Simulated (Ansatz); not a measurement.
`C[SiH2]B(O)O` + `CBCC` → `CB[SiH2]C` + `CCB(O)O`  (redistribution)

Program: Ansatz. Geometries: PBE0-D4/def2-TZVP. ΔE: electronic, gas phase. CBS: MP2 limit from def2 TZ/QZ plus the TZ coupled-cluster correction, frozen cores. DFT in def2-TZVPP. Each species was taken in one conformer, which may not be the lowest.

`C[SiH2]B(O)O`:

```xyz
12

C     0.467   -1.350   -1.102
Si    0.849    0.113    0.016
B    -0.852    0.928    0.804
O    -2.090    0.434    0.518
O    -0.851    1.997    1.647
H     1.381   -1.778   -1.518
H    -0.167   -1.048   -1.941
H    -0.048   -2.142   -0.551
H     1.599    1.149   -0.754
H     1.760   -0.324    1.117
H    -2.073   -0.317   -0.076
H     0.024    2.336    1.840
```

`CBCC`:

```xyz
13

C    -1.496    0.902   -0.110
B    -0.645    0.064    0.890
C     0.719   -0.619    0.560
C     1.280   -0.494   -0.850
H    -1.342    1.956    0.169
H    -2.571    0.737    0.010
H    -1.224    0.803   -1.162
H    -1.045   -0.041    2.022
H     0.606   -1.679    0.840
H     1.445   -0.255    1.303
H     0.596   -0.917   -1.590
H     2.237   -1.009   -0.958
H     1.440    0.553   -1.123
```

`CB[SiH2]C`:

```xyz
13

C     0.271    0.820    1.799
B     1.018    0.823    0.438
Si    0.398   -0.155   -1.215
C    -1.221   -1.088   -1.023
H     0.405    1.728    2.393
H    -0.784    0.540    1.773
H     0.789    0.027    2.368
H     2.070    1.402    0.374
H     1.470   -1.103   -1.649
H     0.263    0.850   -2.316
H    -2.030   -0.409   -0.743
H    -1.506   -1.584   -1.954
H    -1.141   -1.852   -0.245
```

`CCB(O)O`:

```xyz
12

C    -0.099    0.965   -1.184
C     0.750    0.114   -0.248
B    -0.038   -0.687    0.856
O    -1.399   -0.642    1.005
O     0.662   -1.474    1.722
H     0.508    1.492   -1.923
H    -0.818    0.356   -1.742
H    -0.663    1.728   -0.638
H     1.495    0.738    0.260
H     1.344   -0.606   -0.823
H    -1.826   -0.070    0.364
H     0.085   -1.915    2.352
```

```
       species  B2PLYP energy (Eh)
`C[SiH2]B(O)O`          -507.03464
        `CBCC`          -144.48520
   `CB[SiH2]C`          -395.76643
     `CCB(O)O`          -255.75600
```

(1) Work out ΔE.

Largest T1 diagnostic among the species: 0.013.

## Answers

(1) ΔE = (-395.76643) + (-255.75600) − (-507.03464) − (-144.48520) = -0.00259 Eh = -0.07 eV. CCSD(T)/CBS gives -0.08 eV.

From PBE to PBE0 (25 % exact exchange), in def2-TZVPP and without D4, ΔE moves by −0.04 eV. In def2-TZVPP, CCSD(T) changes the Hartree–Fock value by +0.06 eV (the triples alone add +0.02 eV) and MP2 by +0.08 eV.
